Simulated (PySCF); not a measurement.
**Two-component Hartree-Fock for Si (silicon, neutral)**

Start: [Ne] 3s1 3p3; 3s1/2 filled at m_j = +1/2; 3p3/2 filled at m_j = -1/2, +1/2, +3/2. Calculated with PySCF 2.14 in x2c-TZVPall-2c: generalised Hartree-Fock with the X2C-1e Hamiltonian and a Gaussian nucleus; one run each with spin-orbit coupling (SO) switched off, then screened by Boettger's factors. This is a chosen level, not necessarily the ground level.

```csv
spinor shell,electrons,"ε, spin-free (eV)","ε, screened SO (eV)",weight of nominal j (screened SO),"rms radius, screened SO (bohr)"
1s1/2,2,-1877.4,-1877.4,1.000,0.129
2s1/2,2,-168.73,-168.73,1.000,0.613
2p1/2,2,-116.52,-117.35,0.728,0.597
2p3/2,4,-116.52,-116.11,0.864,0.599
3s1/2,1,-19.737,-19.737,1.000,2.33
3p3/2,3,-9.471,-9.471,0.665,2.84
```

| quantity | spin-free | screened SO |
| --- | --- | --- |
| E (hartree) | -289.35627 | -289.35653 |
| M_J | 2 | 2 |
| ⟨J²⟩ | 6.000 | 6.000 |
| ⟨L²⟩ | 0.000 | 0.000 |
| ⟨S²⟩ | 6.000 | 6.000 |

Each row is a mean over spinors that exchange with the open shell spreads, by up to 1.260 eV (2p3/2).

Rows whose weight is well below 1 are mixtures of j = l ± 1/2: exchange outweighs spin-orbit coupling there, and the label is only the starting occupation.

Without spin-orbit coupling the j labels of p, d and f shells carry no meaning; the spin-free column gives the mean over the occupied spinors of each nl shell.
